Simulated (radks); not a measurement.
The numbers below are computed, except where a source is named.
Effect of the nuclear size on the arsenic ion As+, [Ar] 3d10 4s2 4p2. Level of theory: Dirac Kohn-Sham, PBE, spin-unpolarised, spherical densities, finite nucleus; open shells fill j = l - 1/2 first; Fermi nuclear charge, rms radius 4.0968 fm (a radial shooting solver on a logarithmic mesh with Libxc functionals). The rms radius is varied about that value; shifts are against it.

rms radius (fm)	total energy shift (eV)	density at nucleus (e/bohr^3)	1s1/2 shift (meV)	2s1/2 shift (meV)	2p1/2 shift (meV)	3s1/2 shift (meV)	3p1/2 shift (meV)	4s1/2 shift (meV)
3.4331	-0.118	3.599e+04	-50.3	-4.95	0.394	-0.745	0.078	-0.062
3.7936	-0.0565	3.575e+04	-24.0	-2.36	0.188	-0.355	0.037	-0.029
4.0968	0	3.557e+04	0.000	0.000	0.000	0.000	0.000	0.000
4.4614	0.0733	3.536e+04	31.1	3.06	-0.244	0.461	-0.048	0.038
4.9981	0.192	3.509e+04	81.4	8.01	-0.639	1.21	-0.127	0.100

Slopes of the eigenvalues against <r^2> in GHz/fm^2, as finite differences over the two radii next to the reference (eigenvalue slopes, not the field-shift constants of lines): 1s1/2 2420, 2s1/2 238, 2p1/2 -19.0, 3s1/2 35.8, 3p1/2 -3.76, 4s1/2 2.97.
